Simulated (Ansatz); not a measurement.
This geometry of AlH$_{4}$NOSi (8 atoms, charge 0, multiplicity 1) is a first-order saddle point.

Computed with Ansatz 0.2.0, RKS PBE0/def2-SVP.

```xyz
8
Properties=species:S:1:pos:R:3
O 0.005 2.991 0.484
Si 0.294 1.585 -0.050
N -0.392 0.117 0.442
Al -0.108 -1.592 -0.151
H 1.265 1.266 -1.134
H -1.073 0.247 1.194
H -1.003 -2.148 -1.333
H 1.012 -2.465 0.549
```

Question: Which two structures does it join? (They come from a converged band through this point; their orientation in space is the band's.)

Answer: No bond is made or broken. The dihedral Si2–N3–Al4–H7 goes from 0 to -180°. The two ends are copies of one structure, up to a mirror image or an exchange of like atoms.

Image 0:

```xyz
8
Properties=species:S:1:pos:R:3
O -0.618 2.931 0.241
Si -0.338 1.534 -0.317
N -0.008 0.122 0.580
Al 0.336 -1.569 0.032
H -0.305 1.170 -1.757
H -0.013 0.291 1.588
H 0.344 -1.834 -1.527
H 0.602 -2.646 1.160
```

Image 8:

```xyz
8
Properties=species:S:1:pos:R:3
O -0.608 2.935 0.241
Si -0.329 1.536 -0.315
N -0.012 0.121 0.581
Al 0.329 -1.569 0.030
H -0.287 1.172 -1.755
H -0.022 0.287 1.589
H 0.580 -2.651 1.156
H 0.349 -1.830 -1.529
```

Question: How far does it lie above each of them?

Answer: 0.31 eV above the first and 0.31 eV above the second. This is the barrier of this one path; another mechanism may lie lower.

Run time: 2.3 min on 1 thread of Intel(R) Xeon(R) Platinum 8375C CPU @ 2.90GHz (Ice Lake) (shared host), peak memory 0.18 GiB.
